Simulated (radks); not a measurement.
The numbers below are computed, except where a source is named.
Species: the indium ion In2+. Configuration: [Kr] 4d10 5s1 (the NIST ground configuration). Code: a radial shooting solver on a logarithmic mesh with Libxc functionals. Model: Dirac Kohn-Sham, Slater X-alpha with alpha = 0.844, spin-unpolarised, spherical densities, finite nucleus; Fermi nuclear charge, rms radius 4.6156 fm.

Unscreened Slater integrals over Kohn-Sham orbitals (eV). Large and small components are both included.

integral           value
F0(5s1/2,5s1/2)   10.772
F0(5s1/2,4d5/2)   13.090
G2(5s1/2,4d5/2)   1.9704
F0(5s1/2,4d3/2)   13.116
G2(5s1/2,4d3/2)   1.9065
F0(5s1/2,4p3/2)   13.467
G1(5s1/2,4p3/2)  0.92709
F0(4d5/2,4d5/2)   21.530
F2(4d5/2,4d5/2)   10.751
F4(4d5/2,4d5/2)   7.0526
F0(4d5/2,4d3/2)   21.664
F2(4d5/2,4d3/2)   10.818
G2(4d5/2,4d3/2)   10.811
G4(4d5/2,4d3/2)   7.0932
F0(4d5/2,4p3/2)   23.667
F2(4d5/2,4p3/2)   11.804
G1(4d5/2,4p3/2)   14.965
G3(4d5/2,4p3/2)   9.1796
F0(4d3/2,4d3/2)   21.802
F2(4d3/2,4d3/2)   10.888
F0(4d3/2,4p3/2)   23.846
F2(4d3/2,4p3/2)   11.929
G1(4d3/2,4p3/2)   15.149
G3(4d3/2,4p3/2)   9.2979
F0(4p3/2,4p3/2)   26.540
F2(4p3/2,4p3/2)   13.890
